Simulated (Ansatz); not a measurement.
Relaxation of FGaH$_{4}$N (7 atoms, charge 0, multiplicity 2), to a largest force component of 0.03 eV/Å in at most 50 steps.

Theory: Ansatz 0.2.0, UKS PBE0/def2-SVP.

```xyz
7
Properties=species:S:1:pos:R:3
Ga -0.011 -0.518 -0.223
H 0.157 -0.432 2.539
H 1.258 0.369 -0.588
N -1.607 -0.059 -0.976
H -2.481 -0.542 -0.800
H -1.761 0.816 -1.470
F -0.128 0.367 2.168
```

Task: Where does it end, and by what steps?

Result: The forces met the threshold. After 2 steps the energy has fallen by 0.001 eV; H2 moved furthest, 0.05 Å.

```
step  energy less start (eV)  largest force component (eV/Å)  accepted
   0                  0.0000                           0.103       yes
   1                 -0.0005                           0.055       yes
   2                 -0.0007                           0.028       yes
```

```xyz
7
Properties=species:S:1:pos:R:3
Ga -0.008 -0.515 -0.214
H 0.127 -0.444 2.507
H 1.261 0.369 -0.581
N -1.607 -0.058 -0.964
H -2.476 -0.549 -0.797
H -1.762 0.813 -1.462
F -0.108 0.384 2.162
```

Whether the end is a true minimum wasn't checked by a vibrational analysis.

The run took 36 s on 2 threads of Intel(R) Xeon(R) Processor @ 2.50GHz (Skylake/Cascade Lake) (shared host), peak memory 0.23 GiB.
